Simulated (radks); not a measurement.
Values are calculated unless marked as measured or tabulated.
Charge is removed step by step from the 3s level of the cerium ion Ce+, starting from [Xe] 4f1 5d2. Level of theory: scalar-relativistic Kohn-Sham, PBEsol, spin-unpolarised, spherical densities, finite nucleus; Fermi nuclear charge, rms radius 4.8771 fm (a radial shooting solver on a logarithmic mesh with Libxc functionals).

| removed (e) | E - E(0) (eV) | eigenvalue (eV) | E minus straight line (eV) |
|---|---|---|---|
| 0 | 0.000 | -1391.4 | 0.000 |
| 0.1 | 139.26 | -1396.1 | -2.166 |
| 0.2 | 278.99 | -1400.8 | -3.860 |
| 0.3 | 419.19 | -1405.6 | -5.078 |
| 0.4 | 559.88 | -1410.4 | -5.817 |
| 0.5 | 701.05 | -1415.2 | -6.072 |
| 0.6 | 842.70 | -1420.1 | -5.842 |
| 0.7 | 984.84 | -1425.0 | -5.122 |
| 0.8 | 1127.5 | -1430.0 | -3.910 |
| 0.9 | 1270.6 | -1434.9 | -2.204 |
| 1 | 1414.2 | -1439.9 | 0.000 |

Removing the whole electron costs 1414.2 eV by Delta-SCF, against 1391.4 eV from minus the eigenvalue at the starting occupation. Slater's transition state (half an electron removed) gives 1415.2 eV. Integrating minus the eigenvalue over the occupation (Janak's theorem) gives 1415.4 eV. In this scalar-relativistic scheme the density is built from large components alone, so the theorem holds only approximately. The mean slope of the eigenvalue, de/dn, is 48.5 eV per electron.
